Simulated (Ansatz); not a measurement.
Consider the hydrogenolysis of the Si–O bond: `CO[SiH](N)O[SiH3]` + H₂ → `CO[SiH2]N` + silanol.

Gas-phase electronic energies from Ansatz, PBE0-D4/def2-TZVP geometries. CCSD(T)/CBS is the MP2 limit (def2-TZVPP, def2-QZVPP) plus CCSD(T) − MP2 in def2-TZVPP, frozen cores. This one scheme is used for every species. Each species was taken in one conformer, which may not be the lowest.

`CO[SiH](N)O[SiH3]`:

Cartesian coordinates in Å:
```
C 1.893 0.807 -0.620
O 1.436 -0.483 -0.276
Si -0.110 -0.984 -0.421
N -0.711 -0.678 -1.984
O -1.131 -0.176 0.566
Si -1.306 0.371 2.096
H 2.971 0.757 -0.785
H 1.699 1.516 0.191
H 1.411 1.175 -1.531
H -0.041 -2.403 -0.014
H -0.337 -1.134 -2.798
H -1.669 -0.400 -2.111
H -2.687 0.891 2.247
H -0.337 1.466 2.365
H -1.081 -0.724 3.076
```

H₂:

Cartesian coordinates in Å:
```
H -0.108 -0.314 -0.171
H 0.108 0.314 0.171
```

`CO[SiH2]N`:

Cartesian coordinates in Å:
```
C 0.031 0.379 -1.688
O -0.572 0.874 -0.518
Si -0.679 -0.006 0.867
N 0.795 -0.461 1.595
H 1.105 0.211 -1.545
H -0.428 -0.563 -2.012
H -0.100 1.116 -2.483
H -1.377 -1.288 0.576
H -1.434 0.885 1.775
H 1.238 -1.343 1.406
H 1.422 0.196 2.027
```

`O[SiH3]`:

Z-matrix (Å, degrees):
```
Si
O 1 1.648
H 1 1.489 2 111.7
H 1 1.489 2 111.7 3 120.9
H 1 1.481 2 105.9 3 -119.6
H 2 0.957 1 117.9 3 -60.5
```

```
            species  HF/CBS(def2) energy (Eh)
`CO[SiH](N)O[SiH3]`                -825.49963
                 H₂                  -1.13356
        `CO[SiH2]N`                -460.36411
          `O[SiH3]`                -366.22576
```

Problem. Work out ΔE.

Solution. ΔE = (-460.36411) + (-366.22576) − (-825.49963) − (-1.13356) = 0.04332 Eh = +113.7 kJ/mol. CCSD(T)/CBS gives +119.4 kJ/mol.

Largest T1 diagnostic among the species: 0.011.

The D4 term adds +15.2 kJ/mol with B3LYP and +8.9 kJ/mol with PBE0; it sums over pairs of atoms, weighted by their polarisabilities, and B3LYP, whose exchange is more repulsive, gets the larger term. In def2-TZVPP, CCSD(T) changes the Hartree–Fock value by +5.9 kJ/mol (the triples alone add +2.0 kJ/mol) and MP2 by +10.4 kJ/mol.

B3LYP here is the variant with VWN-RPA as its local correlation; programs differ in this.
